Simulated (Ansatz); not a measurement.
The same substitution along the group B, Al, Ga, In.

Program: Ansatz. Geometries: PBE0-D4/def2-TZVP. ΔE: electronic, gas phase. CCSD(T)/CBS adds triple-zeta CCSD(T) − MP2 to the extrapolated MP2 energy (def2 sets, frozen cores). This one scheme is used for every species. DFT in def2-TZVPP. Elements past krypton have def2 core potentials. For Ga, In outer-core shells are correlated without core-valence functions, which leaves a few kJ/mol of doubt a bond. Scalar relativity is left out up to krypton. Each species was taken in one conformer, which may not be the lowest.

```csv
reaction,r2SCAN-D4 (kcal/mol),CCSD(T)/CBS(def2) (kcal/mol)
`BSC` + `O[Si]S` → `CS[Si]O` + `BS`,-1.0,-1.0
`C[S][AlH2]` + `O[Si]S` → `CS[Si]O` + `[AlH2][SH]`,-4.9,-4.6
`C[S][GaH2]` + `O[Si]S` → `CS[Si]O` + `[SH][GaH2]`,-4.3,-3.9
`C[S][InH2]` + `O[Si]S` → `CS[Si]O` + `[SH][InH2]`,-5.5,-4.8
```

Largest T1 diagnostic: 0.015, for `O[Si]S`.
